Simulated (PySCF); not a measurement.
Ranking problems on computed properties.

Species are written as SMILES; each is one conformer at its optimised geometry, gas phase, non-relativistic unless stated. Electronic properties by PySCF.

Dipoles, sizes and rotational constants follow the conformer. The torsions of the flexible species, by atom-mapped SMILES:
- `[CH3:1]/[C:2]([F:3])=[C:4](/[CH3:5])[CH2:6][C:7]#[N:8]`: C2–C4–C6–C7 74°
- `[F:1][CH2:2][CH2:3][CH2:4][F:5]`: F1–C2–C3–C4 69°, C2–C3–C4–F5 70°
- `[CH2:1]=[C:2]([CH3:3])[CH2:4][CH2:5][S+:6][CH3:7]`: C1–C2–C4–C5 22°, C2–C4–C5–S6 30°, C4–C5–S6–C7 -150°
- `[CH3:1][c:2]1[cH:3][cH:4][c:5]([NH:6])[cH:7][c:8]1[F:9]`: H–N6–C5–C4 180°
- `[NH:1][c:2]1[cH:3][cH:4][cH:5][c:6]([CH2:7][F:8])[cH:9]1`: C5–C6–C7–F8 0°, H–N1–C2–C3 0°
- `[OH:1][SiH2:2][SiH2:3][SiH3:4]`: O1–Si2–Si3–Si4 -87°, H–O1–Si2–Si3 -63°
- `[CH2:1]=[CH:2][C@H:3]([CH3:4])[CH2:5][CH2:6][SH:7]`: C1–C2–C3–C4 -118°, C2–C3–C5–C6 -63°, C3–C5–C6–S7 177°, H–S7–C6–C5 62°
- `[CH3:1][N:2]([CH3:3])[C:4](=[O:5])[SiH3:6]`: C1–N2–C4–O5 180°

The conformers of `CSC1CCCC1` and `C[C@H]1CCN=C1C(F)F` aren't listed.

(1) Rank by smallest rotational constant, lowest first (GFN2-xTB).
A. `[NH]c1cccc(CF)c1` [radical]
B. `Cc1pcpc(C#N)p1`
C. `C/C(F)=C(/C)CC#N`
D. `FCCCF`
E. `CC1=C(F)C=C([NH])C=C1` [radical]
F. `C=C(C)CC[S+]C` [radical]

(2) By how much do the two ends of that ranking differ?

(3) Rank by lowest triplet excitation (Tamm–Dancoff), highest first (TDA PBE0/def2-SVPD at GFN2-xTB geometries).
A. `CSC1CCCC1`
B. `SCC[C@@H](C)C=C`
C. `Cc1pcpc(C#N)p1`
D. `O[SiH2][SiH2][SiH3]`
E. `FCCCF`
F. `C[C@H]1CCN=C1C(F)F`
G. `C/C(F)=C(/C)CC#N`

(4) Rank by HOMO–LUMO gap, highest first (PBE0/def2-SVPD at GFN2-xTB geometries).
A. `FCCCF`
B. `Cc1pcpc(C#N)p1`
C. `CN(C)C(=O)[SiH3]`
D. `CSC1CCCC1`
E. `C[C@H]1CCN=C1C(F)F`

(5) Give the two extremes of that set in kcal/mol.

(6) Rank by dipole moment, highest first (PBE0/def2-SVPD at GFN2-xTB geometries).
A. `O[SiH2][SiH2][SiH3]`
B. `Cc1pcpc(C#N)p1`
C. `C/C(F)=C(/C)CC#N`
D. `CN(C)C(=O)[SiH3]`
E. `FCCCF`

(7) Rank by static isotropic polarisability, highest first (PBE0/def2-SVPD at GFN2-xTB geometries).
A. `C=C[C@H](C)CCS`
B. `Cc1pcpc(C#N)p1`
C. `FCCCF`
D. `[SiH2](O)[SiH2][SiH3]`
E. `C1CCC(C1)SC`
F. `C/C(F)=C(/C)CC#N`
G. `C[C@H]1CCN=C1C(F)F`

(8) By how much do the two ends of that ranking differ?

(9) Rank by HOMO energy, highest first (PBE0/def2-SVPD at GFN2-xTB geometries).
A. `CSC1CCCC1`
B. `C/C(F)=C(/C)CC#N`
C. `C[C@H]1CCN=C1C(F)F`
D. `CN(C)C(=O)[SiH3]`
E. `FCCCF`

Answers

(1) B (0.568 GHz), A (0.844 GHz), E (0.953 GHz), C (1.153 GHz), F (1.213 GHz), D (2.658 GHz).

(2) By 2.090 GHz, between `FCCCF` and `Cc1pcpc(C#N)p1`.

(3) E (8.60 eV), D (5.29 eV), A (4.76 eV), B (4.48 eV), F (4.35 eV), G (4.18 eV), C (2.43 eV).

(4) A (10.14 eV), E (7.17 eV), C (6.80 eV), D (6.67 eV), B (4.45 eV).

(5) `Cc1pcpc(C#N)p1`: 103 kcal/mol; `FCCCF`: 234 kcal/mol.

(6) B (5.15 D), D (3.75 D), C (3.51 D), E (1.83 D), A (1.28 D).

(7) B (141.8 au), A (95.7 au), D (92.6 au), E (90.4 au), G (76.5 au), F (74.9 au), C (40.1 au).

(8) By 101.7 au, between `Cc1pcpc(C#N)p1` and `FCCCF`.

(9) A (-6.14 eV), D (-6.96 eV), B (-7.24 eV), C (-7.85 eV), E (-9.39 eV).
